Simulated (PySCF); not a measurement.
Work out the structure from these simulated measurements.

Elements present: C, Ga, H and O. Monoisotopic mass: 99.9440 u.

* Couplings: largest of the computed one-bond spin–spin couplings (means over like bonds): 17O–13C +26.8 Hz [PBE/pcJ-1 (pcSseg-1 on Ga)]
* UV, first state: lowest singlet excitation: 4.95 eV (251 nm, f = 0.000) [TDDFT PBE0/def2-SVPD]
* 1H NMR: chemical shifts (computed TMS as zero) by class: 4.02 (3 H) ppm [GIAO B3LYP/pcSseg-1 (pcSseg-2 on Ga)]
* Rotational structure: rotational constants A, B, C: 67.972, 2.874, 2.873 GHz [PBE0-D3(BJ)/def2-SVP]
* Triplet: lowest triplet excitation (Tamm–Dancoff): 4.64 eV [TDA PBE0/def2-SVPD]
* NMR, other nuclei: isotropic shieldings of nuclei other than C and H, by class: -91 (1 O), 1608 (1 Ga) ppm [GIAO B3LYP/pcSseg-1 (pcSseg-2 on Ga)]
* Polarisability: 50.3 au [PBE0/def2-SVPD]
* 13C NMR: chemical shifts (computed TMS as zero) by class: 195.7 (1 C) ppm [GIAO B3LYP/pcSseg-1 (pcSseg-2 on Ga)]

Gas-phase values; electronic properties from PySCF, density fitting. Levels stand in brackets. Isolated species at its PBE0-D3(BJ)/def2-SVP geometry, gas phase. The calculation is non-relativistic and has no spin–orbit coupling, an omission that weighs most on gallium. Each NMR value is the plain mean over a class of atoms that symmetry, rotation or inversion makes alike.

Task: Which formula fits the mass and the elements?

Result: CH3GaO (calculated 99.9440). No other formula that holds each of these elements comes within 0.0003 u with a fitting electron parity and a possible valence count.

Task: Give a SMILES that accounts for the data.

Result: The one carbon: carbon bonded to Ga and O (195.7 ppm). All hydrogens form one class (4.02 ppm): hydrogen on gallium. The other shieldings belong to: -91 ppm, oxygen bonded to C; 1608 ppm, gallium bonded to C and 3 H. The couplings run between: +26.8 Hz, oxygen bonded to C and carbon bonded to Ga and O. The optimised geometry has point group C3v and is a prolate symmetric top (the spread among constants that symmetry makes equal is optimisation noise). Structure: Ga(CO)H3, `[H][Ga]([H])([H])<-[C-]#[O+]`. The assignments are read from this structure; whether some other isomer fits the data as well wasn't checked. NMR values of atoms bound to Ga lack the spin–orbit term that these neighbours bring.
